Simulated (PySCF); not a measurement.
**XPS shifts beside NMR shieldings**

Compound: p-chlorotoluene, C₇H₇Cl.
Numbering: `[CH3:1][c:2]1[cH:3][cH:4][c:5]([Cl:6])[cH:7][cH:8]1`

Cartesian coordinates in Å at the PBE0-D3(BJ)/def2-SVP level; atoms count from 1:
```
atom  x, y, z in Å
C1    -1.5898   -0.0271   -0.0091
C2    -0.0975    0.1204    0.0538
C3     0.7343   -0.9970    0.1912
C4     2.1207   -0.8740    0.2208
C5     2.6954    0.3906    0.1131
Cl6    4.4208    0.5583    0.1535
C7     1.8936    1.5221   -0.0218
C8     0.5092    1.3776   -0.0492
H9    -1.9332   -0.9008    0.5637
H10   -1.9293   -0.1642   -1.0496
H11   -2.1003    0.8630    0.3860
H12    0.2883   -1.9915    0.2800
H13    2.7598   -1.7516    0.3306
H14    2.3567    2.5071   -0.1003
H15   -0.1152    2.2695   -0.1510
```

Binding energies: delta-SCF UKS SCAN, pcX-2 on the ionised atom, pcseg-1 elsewhere, spin-free X2C (PySCF 2.14.0). Shieldings: GIAO PBE0/pcSseg-1, non-relativistic, same geometry.

| atom | C 1s (eV) |
| --- | --- |
| C1 | 290.89 |
| C2 | 290.46 |
| C3 | 290.33 |
| C4 | 290.41 |
| C5 | 291.60 |

Problem. What are the absolute isotropic shieldings of these atoms?

Solution. 
```csv
atom,environment,C 1s (eV),isotropic shielding (ppm)
C3,aromatic CH carbon,290.33,49.0
C4,aromatic CH carbon,290.41,49.9
C2,substituted aromatic carbon,290.46,43.6
C1,benzylic-type carbon,290.89,161.8
C5,aromatic C–Cl carbon,291.60,41.7
```

Problem. Among the listed atoms, is the one with the highest binding energy also the least shielded?

Solution. Yes: C5 has both (291.60 eV, 41.7 ppm).

By binding energy: C3 < C4 ≈ C2 < C1 < C5. By shielding: C5 < C2 < C3 < C4 < C1.

Of atoms equivalent by bonding only the ionised one is listed; its partners' own values can differ in this conformer. Isolated species at its PBE0-D3(BJ)/def2-SVP geometry, gas phase.
